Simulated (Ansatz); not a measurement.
**Redistribution: C2H3F2I + C2H4FI → C2H3FI2 + C2H4F2**

Gas-phase species: C2H3F2I `FCC(F)I`, singlet; C2H4FI (1-fluoro-2-iodoethane) `FCCI`, singlet; C2H3FI2 `FC(I)CI`, singlet; C2H4F2 (1,2-difluoroethane) `FCCF`, singlet. The partners trade F for I; both sit on C, so the bond types are kept.

Shapes, held fixed at every level: PBE0-D4/def2-TZVP. Flexible molecules stand in one conformer, not always the lowest. Programs: Ansatz 0.2.0. The zero-point and thermal change to 298 K, harmonic and unscaled (PBE0-D4/def2-TZVP), is -0.6 kJ/mol.

Problem. Estimate ΔH(298 K) of this reaction.

Solution. The highest level, CCSD(T)/def2-TZVPP, gives ΔH(298 K) = 0.0 kJ/mol; the levels span -3.9 to 0.0. That is about zero within the method's error. They disagree on the sign: 1 of 8 are positive. The column of differences is taken from that level and isn't an error. No measured value is set beside it here. For atoms past krypton def2 sets carry core potentials with scalar relativity. Outer-core shells of I are correlated, in sets that cover them unevenly.

```tsv
level	kind	ΔH(298 K) (kJ/mol)	less CCSD(T)/def2-TZVPP
HF/def2-SVP	Hartree–Fock	-1.4	-1.4
PBE-D4/def2-TZVPP	GGA	-3.0	-3.0
r2SCAN-D4/def2-TZVPP	meta-GGA	-2.1	-2.1
B3LYP-D4/def2-TZVPP	global hybrid	-3.9	-3.9
BHLYP-D4/def2-TZVPP	global hybrid	-2.7	-2.7
CCSD(T)/def2-SVP	coupled cluster or CI	-2.5	-2.5
CCSD/def2-SVP	coupled cluster or CI	-2.2	-2.2
CCSD(T)/def2-TZVPP	coupled cluster or CI	0.0	0.0
```
